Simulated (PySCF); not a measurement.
C3H9FSi2. Atoms are numbered in the order given.

```xyz
15

F      2.1649     0.4668     0.8330
Si     0.9927    -0.6688     0.8734
C     -0.3746    -0.2001    -0.2764
Si    -1.1028     1.5114    -0.0938
C     -1.3131    -1.3427    -0.6471
C     -0.3663    -0.8090    -1.6695
H      0.5163    -0.7432     2.2812
H      1.5825    -1.9687     0.4446
H     -2.3202     1.6002    -0.9569
H     -1.4885     1.7652     1.3262
H     -0.1281     2.5564    -0.5182
H     -2.3797    -1.1176    -0.7521
H     -1.1121    -2.3364    -0.2290
H     -0.7772    -0.2117    -2.4908
H      0.4886    -1.4301    -1.9583
```

Geometry: ωB97X-D3(BJ)/def2-SVP. The structure was generated by enumeration, and PubChem lists no compound with its InChIKey, so it may never have been made. The values are those of a single conformer.

These are HF/pcSseg-1 in PySCF values and carry that method's errors.

GIAO shieldings, no solvent; atoms listed in one row are averaged. δ = σ(ref) − σ: ¹⁹F against CFCl3 (σ = 238.5 ppm); ²⁹Si against TMS (σ = 393.8 ppm); ¹³C against TMS (σ = 192.6 ppm); ¹H against TMS (σ = 31.99 ppm), references at their B3LYP-D3(BJ)/def2-TZVP geometries, non-relativistic.

| nucleus | atoms | count | δ (ppm) |
|---|---|---|---|
| ¹⁹F | F1 | 1 | -165.9 |
| ²⁹Si | Si2 | 1 | 4.3 |
| ²⁹Si | Si4 | 1 | -45.2 |
| ¹³C | C6 | 1 | 8.3 |
| ¹³C | C5 | 1 | 3.3 |
| ¹³C | C3 | 1 | -20.6 |
| ¹H | H7 | 1 | 4.88 |
| ¹H | H8 | 1 | 3.99 |
| ¹H | H9, H10, H11 | 3 | 3.98 |
| ¹H | H15 | 1 | 1.04 |
| ¹H | H14 | 1 | 0.97 |
| ¹H | H12 | 1 | 0.76 |
| ¹H | H13 | 1 | 0.57 |
